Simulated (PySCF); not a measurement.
A search over the determinants of TlIn

Unrestricted PBE0; basis Tl cc-pVDZ-PP with ECP60, In cc-pVDZ-PP with ECP28; scalar-relativistic core potentials; PySCF 2.14. Outer shells of the fragments: Tl 5d10 6s2 6p1; In 4d10 5s2 5p1.

Followed along the bond (rough minima from three points):

```csv
2Ms+1,unpaired,⟨S²⟩ at the start,R at minimum (Å),Te (eV)
3,"σ ↑, π ↑",2.01,3.10,0.00
1,"σ ↑, π ↓",1.01,3.10,0.18
3,π ↑↑,2.00,2.86,0.24
1,π ↑↓,1.00,2.87,0.41
1,none,0.00,2.90,0.85
```

Solutions found at the starting distance of 2.820 Å, counted from the lowest of them; the search is not exhaustive and high or unbound solutions are not listed, so other states can lie among these:

```
2Ms+1    unpaired   term  E (eV)  ⟨S²⟩  ⟨Lz²⟩  μ (D)
    3    σ ↑, π ↑     ³Π    0.00  2.01   1.00  -0.31
    3        π ↑↑    ³Σ⁻    0.11  2.00   0.00  -0.24
    1    σ ↑, π ↓  mixed    0.17  1.01   1.00  -0.29
    1        π ↑↓  mixed    0.27  1.00   2.01  -0.24
    1        none  mixed    0.72  0.00   2.00  -0.15
    1        none    ¹Σ⁺    0.75  0.00   0.00  -0.37
    3        π ↑↑  mixed    1.78  2.01   2.01   0.16
    3        σ ↑↑    ³Σ⁺    3.75  2.00   0.00   1.23
    3  σ ↑↑, π ↑↓  mixed    3.94  3.01   2.01  -0.26
    3        σ ↑↑  mixed    4.36  2.18   2.00   0.07
```

A term symbol is given only where ⟨S²⟩ and ⟨Lz²⟩ are close to those of a pure state; real π, δ and φ orbitals otherwise mix terms. A positive dipole means Tl(−)In(+).

Spin–orbit coupling is left out, which matters for elements this heavy, above all for dissociation energies.
